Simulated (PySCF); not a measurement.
**Ir: ionisation energy**

Ir [Xe] 4f14 5d7 6s2 (4F) → Ir⁺ [Xe] 4f14 5d7 6s1 (5F), as a difference of total energies. All numbers are calculated (PySCF 2.14, scalar relativity through the core potential, in aug-cc-pVDZ-PP with ECP60MDF (5s5p4d2f, 54 functions)). Correlated levels: valence: 5s2 5p6 frozen. The calculations carry no spin-orbit coupling.

| method | ionisation energy (eV) |
| --- | --- |
| UHF | 7.077 |
| LDA | 9.414 |
| PBE | 8.973 |
| PBE0 | 8.696 |
| CAM-B3LYP | 8.938 |
| PW91 | 9.030 |
| BHandHLYP | 8.633 |
| MP2 (valence) | 8.640 |
| SCS-MP2 (valence) | 8.790 |

**Question.** Estimate what r2SCAN gives.

**Answer.** 8.755 eV, closest to SCS-MP2 (valence) among the rows shown.

**Question.** Estimate what B3LYP gives.

**Answer.** 9.062 eV, closest to PW91 among the rows shown.

Errors of the correlated levels include the incompleteness of this basis and the frozen core.

For comparison: 8.926 eV (measured; NIST levels, between the centres of gravity of the two terms).
